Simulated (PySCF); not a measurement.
## NMR parameters of Au(PH3)Cl

Au(PH3)Cl, AuClH3P, point group C3v.

Geometry:
```csv
atom,x (Å),y (Å),z (Å)
Au1,-0.003,0.002,-1.453
P2,0.003,0.000,0.794
H3,0.814,-0.951,1.459
H4,-1.224,-0.227,1.465
H5,0.422,1.175,1.465
Cl6,-0.011,0.000,-3.729
```

GIAO calculations in PySCF 2.14.0 with density-fitted response routines on the PBE0-D3(BJ)/def2-SVP structure: isolated species, scalar relativity only through the core potential, equivalent atoms averaged; basis pcSseg-1 (def2-TZVP on Au).

Problem. Give the isotropic shieldings (ppm) with KT2, PBE0.

Solution. 
```
             atoms                            environment    KT2   PBE0
               Cl6                  chlorine bonded to Au    856    931
                P2           phosphorus bonded to Au, 3 H  532.9  515.4
          H3/H4/H5  hydrogen on a phosphorus bonded to Au  27.01  27.16
HOMO–LUMO gap (eV)                                      –   4.58   6.53
```

Problem. And the chemical shifts, against references computed in the same way?

Solution. 
```json
{"atoms": "Cl6", "nucleus, reference": "³⁵Cl, HCl", "KT2": "87", "PBE0": "12"}
{"atoms": "P2", "nucleus, reference": "³¹P, H3PO4", "KT2": "-207.5", "PBE0": "-205.3"}
{"atoms": "H3/H4/H5", "nucleus, reference": "¹H, TMS", "KT2": "4.17", "PBE0": "4.10"}
```

Problem. Which part of the shielding of Cl6 depends on the functional?

Solution. Diamagnetic: KT2 1150, PBE0 1148 ppm; paramagnetic: KT2 -294, PBE0 -217 ppm. The diamagnetic part, set mainly by inner electrons, hardly moves; the paramagnetic part goes with low-lying magnetically allowed excitations and carries the spread.

Au is described by an effective core potential, so it has no shielding of its own here; spin–orbit effects on the atoms bonded to it, which can be large, are absent, and the values of these neighbours are rough. Experimental scales use liquid or dissolved standards, which lie at an offset from isolated H3PO4.
